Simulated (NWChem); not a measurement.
Species: CH5ClFNSi; SMILES NC[Si@H](F)Cl

```xyz
10

N     -0.4523     2.6231    -0.0233
C     -0.9174     1.2516    -0.3166
Si     0.2242    -0.0766     0.3710
F      1.6885     0.1326    -0.2777
Cl    -0.4228    -1.9896    -0.1021
H     -0.3902     2.7774     0.9817
H      0.4811     2.7712    -0.4030
H     -1.0152     1.1407    -1.4035
H     -1.9307     1.1302     0.0862
H      0.3784     0.0099     1.8425
```
Atoms are numbered in this order, from 1.

Results from NWChem. Medium grid unless said otherwise, to which SCAN and Minnesota functionals are sensitive. The geometry was optimised at B3LYP/6-31G* (spherical d). B3LYP is NWChem's, with the RPA form of VWN correlation. Total energies of different functionals are on different scales.

```
level                                 energy (Ha)  highest occupied level (eV)  orbital gap (eV)  dipole (D)
------------------------------------  -----------  ---------------------------  ----------------  ----------
PBE/def2-SVP                            -944.5624                        -5.38              5.23        1.51
B3LYP/def2-SVP                          -945.1540                        -6.58              7.12        1.48
TPSSh/def2-SVP                          -945.1559                            ?                 ?        1.54
M06-2X/def2-SVP                         -945.0113                        -8.24              9.79        1.55
LDA (Slater exchange, VWN5)/def2-SVP    -941.0175                        -5.46              5.06        1.52
Hartree-Fock/def2-SVP                   -942.8202                       -10.49             14.67        1.60
```

Task: Some entries are withheld; supply them.

Result: 
- TPSSh/def2-SVP, highest occupied level (eV): -6.09
- TPSSh/def2-SVP, orbital gap (eV): 6.47
